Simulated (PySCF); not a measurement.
Calculation: CAM-B3LYP-D3(BJ)/def2-TZVP run with PySCF 2.14.0. Isolated molecules, 0 K electronic values unless said otherwise. One relaxed conformer stands for a flexible species; it need not be the lowest. 

Reference species (SMILES): `O[B]O` (H–O–B–O torsion 0°, O–B–O–H torsion 180°) (neutral, multiplicity 2).

| Quantity | Result |
|---|---|
| highest occupied spin orbital | -7.28 eV |

Changed species: `[I]` (radical fragment; the reference has radical fragment).

Task: Predict the effect on the highest occupied spin orbital.

Result: the highest occupied spin orbital falls by 1.89 eV, to -9.17 eV.
